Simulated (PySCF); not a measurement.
# One molecule, several mistakes: BH6OSi2

Calculated results; nothing here was measured. The program is PySCF 2.14.0, an open-source quantum chemistry code, run on an isolated molecule that a program drew, which may never have been made. The molecule is BH6OSi2 (charge 0, doublet), drawn as the SMILES string `B[SiH][SiH2]O`.

Each row is a Hartree-Fock (HF) and frozen-core CCSD(T) single point in the cc-pV(D+d)Z basis, meant for a local HF minimum. Run 1 is clean. Each other run has one planted mistake out of seven kinds, and not every kind appears here: one electron removed, one electron added, multiplicity raised by two, geometry at a saddle point, minimal basis STO-3G, one bond length entered in bohr, all coordinates scaled. The reference is restricted for singlets and unrestricted otherwise, and also for a bond in bohr. Adding or removing an electron swaps singlet and doublet. Electrons count all cores. HOMO and LUMO are orbital energies over both spins, the gradient is its largest component, and the lowest frequency (negative if imaginary) is given only where the gradient is small. Bond lengths are over the 9 bonds as drawn. T1 is the CCSD diagnostic: over 0.02 (restricted) or 0.045 (unrestricted) a single reference is doubtful.

Geometry of the clean run:
```xyz
10
BH6OSi2, angstrom
B    -0.0074    0.6636   -0.5919
Si    0.0132   -0.2609    1.1474
Si   -1.5813   -1.8345    1.8791
O    -2.6070   -1.2414    3.0356
H    -0.8679    0.4157   -1.3888
H     0.8373    1.4665   -0.8713
H     1.0654    0.0666    2.1408
H    -2.4329   -2.2115    0.7366
H    -0.8697   -3.0299    2.3911
H    -2.2558   -0.9527    3.8641
```

```
run  electrons  basis functions  <S^2>  HOMO (eV)  LUMO (eV)  gradient (hartree/bohr)  lowest frequency (cm^-1)  mean bond (Å)  longest bond (Å)      T1  HF (hartree)  CCSD(T) (hartree)                     mistake
  1         47              104  0.763      -8.35       0.32                  3.3e-05                        22         1.5294             2.357  0.0153    -680.89846         -681.42225                    no fault
  2         47              104  3.774      -5.98      -2.06                  8.1e-02                         -         1.5294             2.357  0.0304    -680.73537         -681.25718  multiplicity raised by two
  3         48              104  0.000      -1.22       7.19                  3.1e-02                         -         1.5294             2.357  0.0176    -680.91298         -681.47817                           ?
  4         47              104  0.768      -8.27       0.35                  5.5e-02                         -         1.6334             2.517  0.0179    -680.86283         -681.39608                           ?
```

**Which mistake was planted in run 3, and what did it cost?**

It counts 48 electrons, one more than the clean run, at the same geometry and basis. So the mistake is: one electron added. Subtracting run 1 and multiplying by 627.51 kcal/mol a hartree, the energy moved by -9.1 kcal/mol in HF and -35.1 kcal/mol in CCSD(T).

**Which mistake was planted in run 4, and what did it cost?**

The mean and the longest bond both change by the same factor, 1.068, and the gradient is no longer small. So the mistake is: all coordinates scaled. Subtracting run 1 and multiplying by 627.51 kcal/mol a hartree, the energy moved by 22.4 kcal/mol in HF and 16.4 kcal/mol in CCSD(T).

